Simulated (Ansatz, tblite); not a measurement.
Forces on PtS₂⁺ at its r2SCAN-D4/def2-TZVP geometry. Charge 1, multiplicity 2.

In the def2 sets Pt takes a core potential; there is no spin–orbit coupling. The xTB rows come from tblite. The structure comes from a short search, and lower isomers may exist.

GFN1-xTB (tblite), largest force 0.15 eV/Å:

```xyz
3
positions Å, forces eV/Å
Pt   -1.292   -0.317    0.066    0.137    0.032   -0.004
S     0.473    0.698   -0.830   -0.042   -0.088    0.109
S     0.819   -0.381    0.764   -0.095    0.056   -0.105
```

GFN2-xTB (tblite), largest force 0.68 eV/Å:

```
Pt -0.661 -0.164 0.036
S 0.270 0.281 -0.311
S 0.391 -0.117 0.275
```

ωB97X-V/def2-TZVP (Ansatz), largest force 0.82 eV/Å:

```
Pt -0.180 -0.046 0.012
S 0.238 -0.426 0.659
S -0.058 0.473 -0.671
```
